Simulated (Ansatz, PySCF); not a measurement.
Reaction 2 R1 → P1 + P2, each structure at its B3LYP-D3(BJ)/def2-TZVP stationary point, reached from a drawn start (curvature not checked).
P1: Br3Te (SMILES Br[Te](Br)Br), charge 0, multiplicity 2.
R1, Br2Te (SMILES Br[Te]Br) (charge 0, multiplicity 1):
```csv
atom,x (Å),y (Å),z (Å)
Te,0.0052,0.0051,-1.0688
Br,1.9281,-0.0062,0.5437
Br,-1.9333,0.0011,0.5251
```
P2, BrTe (SMILES Br[Te]) (charge 0, multiplicity 2):
```xyz
2

Te    -0.00918    -0.01846    -1.24509
Br     0.00918     0.01846     1.24509
```

P less R. No zero-point or thermal terms; singlets are restricted closed shells; open shells are unrestricted; no spin–orbit coupling.

The values were computed with Ansatz (Gaussian basis) for Hartree–Fock, density functionals and correlated methods; PySCF for the D3/D4 terms. All values are computed, each at the level named. Elements past Kr take the def2 small-core potentials, without spin–orbit coupling.

Q: One of these levels gives 80.1 kJ/mol for the reaction energy. Which?
(A) B3LYP-D3(BJ)/def2-TZVPP
(B) r2SCAN-D4/def2-TZVPP
(C) BLYP-D3(BJ)/def2-TZVPP
(D) PBE0/def2-TZVPP

A: B, r2SCAN-D4/def2-TZVPP. The others give 71.8 (BLYP-D3(BJ)/def2-TZVPP), 92.8 (B3LYP-D3(BJ)/def2-TZVPP), 101.5 (PBE0/def2-TZVPP)

Ansatz is a first-principles code.
